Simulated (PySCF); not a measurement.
# Ionising GeP

ROHF; basis Ge def2-TZVPPD, P def2-TZVPPD; no relativity; PySCF 2.14. Neutral (ROHF): doublet (π ↑), Re = 2.122 Å, ωe = 540 cm⁻¹, De = 1.12 eV, HOMO -8.42 eV, LUMO -0.18 eV.

GeP⁺ (UHF): triplet (π ↑↑), Re = 2.296 Å, ωe = 401 cm⁻¹, De = 1.30 eV to Ge⁺ + P. The energies at the minima are -2416.06822 hartree for GeP and -2415.80575 for GeP⁺.

(1) Work out the adiabatic ionisation energy, without and with harmonic zero-point energies (1 hartree = 27.2114 eV, 1 eV = 8065.5 cm⁻¹), and the change of the bond length.

GeP⁻ (RHF): singlet (closed shell), Re = 2.043 Å, ωe = 608 cm⁻¹. The energies at the minima are -2416.06822 hartree for GeP and -2416.12694 for GeP⁻.

(2) Work out the adiabatic electron affinity, without and with harmonic zero-point energies (1 hartree = 27.2114 eV, 1 eV = 8065.5 cm⁻¹), and the change of the bond length.

UHF and ROHF references stand side by side, which adds small steps between rows. For an ion De counts to the pair picked by the measured ionisation energies or electron affinities, which need not be the lowest pair at this level. Hartree–Fock leaves out correlation, which carries a large part of most bond energies and some tenths to 1 eV of ionisation energies. States were picked by a PBE0 search and need not be the measured ground states.

Neutral and ion stand on different kinds of reference determinant, which adds to the error of the difference.

## Answers

(1) At HF: 0.26247 hartree = 7.142 eV between the minima; the zero-point term (401.0 − 540.0)/2 cm⁻¹ = -0.009 eV makes it 7.134 eV. Re changes by +17.4 pm against the neutral. The electron leaves a π orbital, and the longer bond of the ion fits a bonding orbital, or a change in how ionic the bond is.

(2) At HF: 0.05872 hartree = 1.598 eV between the minima; the zero-point term (540.0 − 608.0)/2 cm⁻¹ = -0.004 eV makes it 1.594 eV. Re changes by -7.9 pm against the neutral. The electron enters a π orbital, and the shorter bond of the ion fits a bonding orbital, or a change in how ionic the bond is.
